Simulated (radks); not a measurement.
Spherical jellium clusters: N electrons in a uniform positive sphere of charge N and radius rs N^(1/3), rs = 4.16 bohr. Calculated with a radial shooting solver with Libxc functionals: non-relativistic Kohn-Sham, LDA (Slater exchange, Perdew-Wang correlation), spin-polarised, spherical densities. Levels are named by radial order and angular momentum (1s, 1p, 1d, 2s, ...), and open shells are averaged over m.

N = 36, configuration 1s2 1p6 1d10 2s2 1f14 2p(up 2, down 0). This is the lowest configuration that the search found. Occupied and some empty levels:

level    occupation  eigenvalue (eV)  <r> (bohr)
1s up             1          -5.1222       7.891
1s down           1          -4.9813       8.379
1p up             3          -4.5581       9.573
1p down           3          -4.4814       9.784
1d up             5          -3.8794       10.62
1d down           5          -3.8323       10.69
2s up             1          -3.6393       8.501
2s down           1          -3.4614       8.213
1f up             7          -3.0865       11.39
1f down           7          -3.0502       11.41
2p up             2          -2.6409       9.472
2p down           0          -2.4685       9.588
1g up             0          -2.1888       12.08
1g down           0          -2.1548       12.07
2d up             0          -1.5976       10.99
2d down           0          -1.4816       11.25
3s up             0          -1.4536       10.90
3s down           0          -1.3543       11.02

Energy (eV): total -69.1844, kinetic 58.451, external -3056.1, Hartree 1517.1, exchange-correlation -129.09, background 1540.4.
